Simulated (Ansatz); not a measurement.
This Ansatz (a first-principles code) input (wB97M-V/pcseg-3) gives -75.08004 Eh with 60 basis functions. A basis named .json is the Basis Set Exchange file of that set (core-valence sets with the plain set on hydrogen).

Ansatz 0.2 input:
```yaml
crystal:
  periodic: [false, false, false]
  atoms:
    - {symbol: O, position_ang: [0.00000000, 0.00000000, 0.00000000]}
basis:
  gaussian:
    orbitals: pcseg-3.json
hamiltonian:
  xc: {name: wB97M-V}
magnetization: {spin_polarized: true, initial_magnetization: 2}
scf: {lower_state_search: full}
```

Change:
```diff
- orbitals: pcseg-3.json
+ orbitals: 6-311++G_3df_3pd_.json
```

**Question.** What does the run give now?

**Answer.** -75.07157 Eh (wB97M-V/6-311++G(3df,3pd), 39 functions), a change of +8.47 mEh.
